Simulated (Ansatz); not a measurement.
`CCB(C)N` + H₂O → `CCB(N)O` + CH₄  (formal hydrolysis of a B–C bond)

Program: Ansatz. Geometries: PBE0-D4/def2-TZVP. ΔE: electronic, gas phase. CCSD(T)/CBS is the MP2 limit (def2-TZVPP, def2-QZVPP) plus CCSD(T) − MP2 in def2-TZVPP, frozen cores. This one scheme is used for every species. Functionals use def2-TZVPP. Each species was taken in one conformer, which may not be the lowest.

```csv
level,ΔE (kcal/mol),difference from CCSD(T)/CBS
PBE0-D4,-26.7,-0.3
BHLYP-D4,-29.2,-2.8
PBE-QIDH,-27.5,-1.1
revPBE,-27.2,-0.8
r2SCAN0,-28.5,-2.1
LC-ωPBE,-27.7,-1.3
HF/def2-SVP,-34.2,-7.8
MP2/def2-SVP,-32.0,-5.6
SCS-MP2/def2-TZVPP,-27.9,-1.5
CCSD/CBS(def2),-26.8,-0.4
CCSD(T)/CBS,-26.4,0
```

Largest T1 diagnostic among the species: 0.011.

Leaving LDA and LC-ωPBE aside and taking each functional with its dispersion term where it has one, the values, not all of them listed here, spread over 3.4 kcal/mol, from BHLYP-D4 to revPBE-D4. At CCSD(T), def2-SVP lies −5.3 kcal/mol from the extrapolated value and def2-TZVPP −0.9 kcal/mol.

CCSD(T)/CBS has its own doubt, a few kJ/mol and more with outer-core shells, so smaller differences from it don't rank the levels.
